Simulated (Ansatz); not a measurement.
Species: Si₂H₂Cl₃ (charge 0, doublet). SMILES: [SiH2][Si](Cl)(Cl)Cl

Atoms: Si1, Si2, Cl3, Cl4, Cl5, H6, H7. Bonds: Si1-Si2, Si1-H6, Si1-H7, Si2-Cl3, Si2-Cl4, Si2-Cl5.

Bond lengths (Å) and angles (degrees) optimised at PBE/6-31G* with Ansatz (a quantum-chemistry and plane-wave program); B3LYP/LANL2DZ with Ansatz; B3LYP/6-31G* with Ansatz; MP2/6-31G* with Ansatz, each started from the B3LYP-D3(BJ)/def2-TZVP structure (Ansatz) of the last column. A row stands for all coordinates that are equal there; 7 of 10 kinds are shown. 6-31G* holds six Cartesian d functions. No wavenumbers were computed at PBE/6-31G*, B3LYP/LANL2DZ, MP2/6-31G*, so these may be saddle points.

```json
[
 {"coordinate": "Si1-Si2", "PBE/6-31G*": "2.330", "B3LYP/LANL2DZ": "2.328", "B3LYP/6-31G*": "2.333", "MP2/6-31G*": "2.319", "B3LYP-D3(BJ)/def2-TZVP": "2.319"},
 {"coordinate": "Si1-H6", "PBE/6-31G*": "1.501", "B3LYP/LANL2DZ": "1.481", "B3LYP/6-31G*": "1.489", "MP2/6-31G*": "1.484", "B3LYP-D3(BJ)/def2-TZVP": "1.483"},
 {"coordinate": "Si2-Cl3", "PBE/6-31G*": "2.081", "B3LYP/LANL2DZ": "2.178", "B3LYP/6-31G*": "2.077", "MP2/6-31G*": "2.052", "B3LYP-D3(BJ)/def2-TZVP": "2.059"},
 {"coordinate": "Si2-Cl4", "PBE/6-31G*": "2.075", "B3LYP/LANL2DZ": "2.170", "B3LYP/6-31G*": "2.072", "MP2/6-31G*": "2.049", "B3LYP-D3(BJ)/def2-TZVP": "2.054"},
 {"coordinate": "Si1-Si2-Cl3", "PBE/6-31G*": "113.1", "B3LYP/LANL2DZ": "113.7", "B3LYP/6-31G*": "113.1", "MP2/6-31G*": "112.7", "B3LYP-D3(BJ)/def2-TZVP": "113.0"},
 {"coordinate": "Si1-Si2-Cl4", "PBE/6-31G*": "109.7", "B3LYP/LANL2DZ": "110.3", "B3LYP/6-31G*": "109.9", "MP2/6-31G*": "109.9", "B3LYP-D3(BJ)/def2-TZVP": "109.6"},
 {"coordinate": "Cl3-Si2-Cl4", "PBE/6-31G*": "107.8", "B3LYP/LANL2DZ": "107.2", "B3LYP/6-31G*": "107.7", "MP2/6-31G*": "107.8", "B3LYP-D3(BJ)/def2-TZVP": "107.9"}
]
```

Mean signed difference of all 6 bond lengths from B3LYP-D3(BJ)/def2-TZVP: PBE/6-31G* 0.019 Å, B3LYP/LANL2DZ 0.060 Å, B3LYP/6-31G* 0.013 Å, MP2/6-31G* -0.002 Å.
